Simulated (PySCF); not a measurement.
3-ethynylthiophene (C6H4S), SMILES C(#C)c1ccsc1.

Geometry optimised at B3LYP-D3(BJ)/def2-SVP.

Computed with TDA-ωB97X/def2-SVPD (PySCF).

Vertical excitations. The molecule is in vacuum. State labels are in the subgroup Cs.

Computed UV-visible absorptions:
```
state  symmetry  energy (eV)  λ (nm)      f                                                                main pairs
-----  --------  -----------  ------  -----  ------------------------------------------------------------------------
S1           A'         5.58     222  0.248                                                            HOMO→LUMO 79 %
S2           A'         5.89     211  0.017                                        HOMO−1→LUMO 68 %, HOMO→LUMO+2 23 %
S3           A"         5.91     210  0.000  HOMO−2→LUMO 46 %, HOMO→LUMO+5 16 %, HOMO−2→LUMO+2 15 %, HOMO→LUMO+1 11 %
S4           A"         6.07     204  0.000   HOMO→LUMO+1 28 %, HOMO→LUMO+5 27 %, HOMO−2→LUMO 25 %, HOMO−2→LUMO+2 7 %
S5           A'         6.48     191  0.212  HOMO→LUMO+2 45 %, HOMO−1→LUMO 18 %, HOMO−2→LUMO+5 11 %, HOMO−3→LUMO 10 %
S6           A"         6.60     188  0.000   HOMO−1→LUMO+1 43 %, HOMO→LUMO+5 9 %, HOMO−3→LUMO+1 8 %, HOMO→LUMO+1 8 %
S7           A"         6.73     184  0.001   HOMO−1→LUMO+1 30 %, HOMO→LUMO+1 29 %, HOMO→LUMO+11 8 %, HOMO→LUMO+5 8 %
S8           A"         7.08     175  0.019                                        HOMO→LUMO+3 60 %, HOMO→LUMO+4 23 %
S9           A'         7.56     164  0.084                    HOMO−1→LUMO+2 42 %, HOMO−3→LUMO 20 %, HOMO→LUMO+2 13 %
S10          A"         7.59     163  0.003                                    HOMO−1→LUMO+3 66 %, HOMO−1→LUMO+6 11 %
T1           A'         3.50     354      0                                                            HOMO→LUMO 78 %
T2           A'         4.34     286      0                      HOMO−1→LUMO 63 %, HOMO−1→LUMO+2 16 %, HOMO→LUMO 12 %
T3           A'         5.18     239      0                                        HOMO→LUMO+2 55 %, HOMO−3→LUMO 23 %
T4           A"         5.48     226      0  HOMO−2→LUMO 35 %, HOMO→LUMO+5 21 %, HOMO−2→LUMO+2 14 %, HOMO→LUMO+1 11 %
```
Triplets are in the Tamm–Dancoff approximation.
